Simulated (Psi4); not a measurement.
C$_{4}$H$_{9}$Cl$_{3}$Sn, triplet, at the geometry of the source list (a higher spin typed on purpose: for a closed-shell molecule this is an excited state) (all electrons, no relativity); PBE/STO-3G run with Psi4.

Psi4 was given this input:
```
memory 2 GB

molecule {
0 3
  C    -2.55570000    0.21460000    0.05930000
  C    -1.07930000    0.34140000   -0.29060000
  C    -0.31020000   -0.93140000    0.04990000
  C     1.08890000   -0.96070000   -0.48800000
  Sn    2.46520000    0.66390000    0.34860000
  Cl    2.88530000    2.37870000   -1.19710000
  Cl    1.72010000    1.73630000    2.30180000
  Cl    4.57080000   -0.20270000    0.90680000
  H    -3.03530000   -0.54530000   -0.55730000
  H    -3.06480000    1.16040000   -0.09950000
  H    -2.67630000   -0.06830000    1.10360000
  H    -0.64780000    1.17620000    0.26630000
  H    -0.97110000    0.56080000   -1.35220000
  H    -0.30980000   -1.08030000    1.13240000
  H    -0.83350000   -1.78830000   -0.39220000
  H     1.62230000   -1.87260000   -0.23250000
  H     1.13130000   -0.78260000   -1.55940000
}

set basis sto-3g
set reference uks
set scf_type pk
set puream true
set d_convergence 1e-8
set dft_radial_points 99
set dft_spherical_points 590

energy('pbe')
print_variables()
```

Problem. What does Psi4 print? Leave out banner, timings and long lists.

Solution. 
```
   => Loading Basis Set <=

    Name: STO-3G
    Role: ORBITAL
    Keyword: BASIS

         ---------------------------------------------------------
                                   SCF
               by Justin Turney, Rob Parrish, Andy Simmonett
                          and Daniel G. A. Smith
                              UKS Reference
         ---------------------------------------------------------

  ==> Geometry <==

    Molecular point group: c1
    Full point group: C1

    Geometry (in Angstrom), charge = 0, multiplicity = 3:

       Center              X                  Y                   Z               Mass
    ------------   -----------------  -----------------  -----------------  -----------------
         C           -4.589673351384    -0.484682428141    -0.303979481264    12.000000000000
         C           -3.113273351384    -0.357882428141    -0.653879481264    12.000000000000
         C           -2.344173351384    -1.630682428141    -0.313379481264    12.000000000000
         C           -0.945073351384    -1.659982428141    -0.851279481264    12.000000000000
         SN           0.431226648616    -0.035382428141    -0.014679481264   119.902201630000
         CL           0.851326648616     1.679417571859    -1.560379481264    34.968852682000
         CL          -0.313873351384     1.037017571859     1.938520518736    34.968852682000
         CL           2.536826648616    -0.901982428141     0.543520518736    34.968852682000
         H           -5.069273351384    -1.244582428141    -0.920579481264     1.007825032230
         H           -5.098773351384     0.461117571859    -0.462779481264     1.007825032230
         H           -4.710273351384    -0.767582428141     0.740320518736     1.007825032230
         H           -2.681773351384     0.476917571859    -0.096979481264     1.007825032230
         H           -3.005073351384    -0.138482428141    -1.715479481264     1.007825032230
         H           -2.343773351384    -1.779582428141     0.769120518736     1.007825032230
         H           -2.867473351384    -2.487582428141    -0.755479481264     1.007825032230
         H           -0.411673351384    -2.571882428141    -0.595779481264     1.007825032230
         H           -0.902673351384    -1.481882428141    -1.922679481264     1.007825032230

  Running in c1 symmetry.

  Rotational constants: A =      0.03425  B =      0.01565  C =      0.01530 [cm^-1]
[...]
      Ntotal   =  133.9999841798 ; deviation = -1.582e-05

   @Spin Contamination Metric:   1.574596078E-03
   @S^2 Expected:                2.000000000E+00
   @S^2 Observed:                2.001574596E+00
   @S   Expected:                1.000000000E+00
   @S   Observed:                1.000000000E+00

    Orbital Energies [Eh]
    ---------------------

    Alpha Occupied:

[...]
    Alpha Virtual:

[...]
    Beta Occupied:

[...]
    Beta Virtual:

[...]
    Final Occupation by Irrep:
              A
    DOCC [    66 ]
    SOCC [     2 ]
    NA   [    68 ]
    NB   [    66 ]

  @UKS Final Energy: -7485.43487272930361

   => Energetics <=

    Nuclear Repulsion Energy =           1266.7225862957739082
    One-Electron Energy =              -12872.3518417473151203
    Two-Electron Energy =                4390.1126727434457280
    DFT Exchange-Correlation Energy =    -269.9182900212068716
    Empirical Dispersion Energy =           0.0000000000000000
    VV10 Nonlocal Energy =                  0.0000000000000000
    Total Energy =                      -7485.4348727293036063

  UHF NO Occupations:
  HONO-2 :   66  A 1.9997027
  HONO-1 :   67  A 1.0000000
  HONO-0 :   68  A 1.0000000
  LUNO+0 :   69  A 0.0002973
  LUNO+1 :   70  A 0.0001321
  LUNO+2 :   71  A 0.0001152
  LUNO+3 :   72  A 0.0001125

Computation Completed

Properties will be evaluated at   0.000000,   0.000000,   0.000000 [a0]

Properties computed using the SCF density matrix

 Multipole Moments:

 ------------------------------------------------------------------------------------
     Multipole            Electronic (a.u.)      Nuclear  (a.u.)        Total (a.u.)
 ------------------------------------------------------------------------------------

 L = 1.  Multiply by 2.5417464519 to convert [e a0] to [Debye]
 Dipole X            :         35.0235690          -36.3202131           -1.2966441
 Dipole Y            :          8.7150058           -9.9330532           -1.2180474
 Dipole Z            :          4.6196191           -5.2178182           -0.5981992
 Magnitude           :                                                    1.8769037

 ------------------------------------------------------------------------------------

  Variable Map:
  ----------------------------------------------------------------------------
[...]
  Array Variable Map:
  ----------------------------------------------------------------------------
[...]
[...]
```
